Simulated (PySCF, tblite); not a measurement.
Species: C3H5NOSi.
Structure used (GFN2-xTB), in Å, numbered top down from 1:
```xyz
11
C3H5NOSi angstrom
N      0.951    2.490   -0.762
C      0.679    1.519   -0.220
C      0.334    0.301    0.436
Si    -1.413   -0.288   -0.199
C      1.287   -0.804    0.148
O      1.498   -1.726    0.887
H      0.249    0.460    1.514
H     -2.326    0.811    0.102
H     -1.305   -0.524   -1.636
H     -1.720   -1.502    0.548
H      1.771   -0.733   -0.845
```

Computed, not measured: PBE0/def2-SVPD in PySCF (dipole) on a GFN2-xTB geometry, gas phase.

Masses are those of the commonest isotopes; rigid-rotor values at the optimised geometry. The values belong to one conformer with, in the numbering `[N:1]#[C:2][C@@H:3]([SiH3:4])[CH:5]=[O:6]`, C2–C3–C5–O6 153°.

Question: Give the principal moments of inertia and the rotational constants in GHz.

Answer: Ia = 153.54, Ib = 204.32, Ic = 335.87 u·Å²; 505379 MHz·u·Å²/I gives 3291, 2473 and 1505 MHz, that is A = 3.2914, B = 2.4734, C = 1.5047 GHz.

Question: What kind of rotor is it?

Answer: An asymmetric top. Ray's parameter κ = (2B − A − C)/(A − C) = 0.084; −1 is the prolate and +1 the oblate limit.

Question: Is it planar, by Δ = Ic − Ia − Ib?

Answer: Not planar: Δ = Ic − Ia − Ib = -21.99 u·Å². For a rigid frame Δ = −2 Σ m c², so Σ m c² = 11.00 u·Å² lies off the ab plane: 6.88 from hydrogen and 4.11 from heavier atoms. The atom farthest from that plane is 1.51 Å away.

Question: Which types of transition are allowed, and where do some lines up to J = 5 fall?

Answer: The dipole components are |μa| = 1.09 D, |μb| = 2.56 D, |μc| = 0.23 D. Intensities carry the squares of the components, which stand as 0.18 : 1.00 : 0.01 (a : b : c). Some lines, for components of 0.1 D or more:

```json
{"type": "a", "branch": "Q", "J(Ka,Kc)": "4(3,1) ← 4(3,2)", "MHz": "1048", "lower level (cm⁻¹)": "1.748"}
{"type": "c", "branch": "Q", "J(Ka,Kc)": "3(2,2) ← 3(1,2)", "MHz": "1443", "lower level (cm⁻¹)": "0.922"}
{"type": "a", "branch": "R", "J(Ka,Kc)": "1(0,1) ← 0(0,0)", "MHz": "3978", "lower level (cm⁻¹)": "0.000"}
{"type": "b", "branch": "Q", "J(Ka,Kc)": "5(4,1) ← 5(3,2)", "MHz": "6532", "lower level (cm⁻¹)": "2.532"}
{"type": "b", "branch": "Q", "J(Ka,Kc)": "4(4,1) ← 4(3,2)", "MHz": "8613", "lower level (cm⁻¹)": "1.748"}
{"type": "b", "branch": "Q", "J(Ka,Kc)": "4(1,3) ← 4(0,4)", "MHz": "8664", "lower level (cm⁻¹)": "1.178"}
{"type": "a", "branch": "R", "J(Ka,Kc)": "3(1,3) ← 2(1,2)", "MHz": "10222", "lower level (cm⁻¹)": "0.393"}
{"type": "b", "branch": "R", "J(Ka,Kc)": "3(1,2) ← 2(2,1)", "MHz": "10491", "lower level (cm⁻¹)": "0.572"}
{"type": "a", "branch": "Q", "J(Ka,Kc)": "5(1,4) ← 5(1,5)", "MHz": "11521", "lower level (cm⁻¹)": "1.724"}
{"type": "b", "branch": "Q", "J(Ka,Kc)": "5(1,4) ← 5(0,5)", "MHz": "11526", "lower level (cm⁻¹)": "1.724"}
{"type": "a", "branch": "R", "J(Ka,Kc)": "4(1,4) ← 3(1,3)", "MHz": "13320", "lower level (cm⁻¹)": "0.734"}
{"type": "b", "branch": "R", "J(Ka,Kc)": "4(1,4) ← 3(0,3)", "MHz": "13420", "lower level (cm⁻¹)": "0.731"}
{"type": "c", "branch": "R", "J(Ka,Kc)": "3(2,1) ← 2(1,1)", "MHz": "16351", "lower level (cm⁻¹)": "0.490"}
{"type": "b", "branch": "R", "J(Ka,Kc)": "5(1,5) ← 4(0,4)", "MHz": "16380", "lower level (cm⁻¹)": "1.178"}
{"type": "b", "branch": "R", "J(Ka,Kc)": "5(2,3) ← 4(3,2)", "MHz": "18542", "lower level (cm⁻¹)": "1.748"}
{"type": "a", "branch": "R", "J(Ka,Kc)": "5(2,4) ← 4(2,3)", "MHz": "18819", "lower level (cm⁻¹)": "1.487"}
{"type": "b", "branch": "R", "J(Ka,Kc)": "4(3,2) ← 3(2,1)", "MHz": "21375", "lower level (cm⁻¹)": "1.035"}
{"type": "c", "branch": "R", "J(Ka,Kc)": "4(3,1) ← 3(2,1)", "MHz": "22423", "lower level (cm⁻¹)": "1.035"}
{"type": "b", "branch": "R", "J(Ka,Kc)": "4(3,1) ← 3(2,2)", "MHz": "24386", "lower level (cm⁻¹)": "0.970"}
{"type": "c", "branch": "R", "J(Ka,Kc)": "5(4,2) ← 4(3,2)", "MHz": "29574", "lower level (cm⁻¹)": "1.748"}
{"type": "b", "branch": "R", "J(Ka,Kc)": "5(4,1) ← 4(3,2)", "MHz": "30011", "lower level (cm⁻¹)": "1.748"}
{"type": "c", "branch": "R", "J(Ka,Kc)": "5(5,1) ← 4(4,1)", "MHz": "31721", "lower level (cm⁻¹)": "2.036"}
```

Question: Estimate the classical rotational partition function at 100 K, 200 K and 298.15 K.

Answer: Point group C1, symmetry number σ = 1; q = (√π/σ)·√((kT/h)³/(ABC)), k/h = 20836.6 MHz/K: 48200 at 100 K, 136000 at 200 K, 248000 at 298.15 K.

Its GFN2-xTB frequencies are all real (lowest 84 cm⁻¹). These are rigid-rotor constants of the computed structure; measured ground-state constants (B0) also hold zero-point vibration. A rigid rotor knows nothing of internal rotation, which can split or shift real lines. Quadrupole hyperfine structure (14N) is left out.
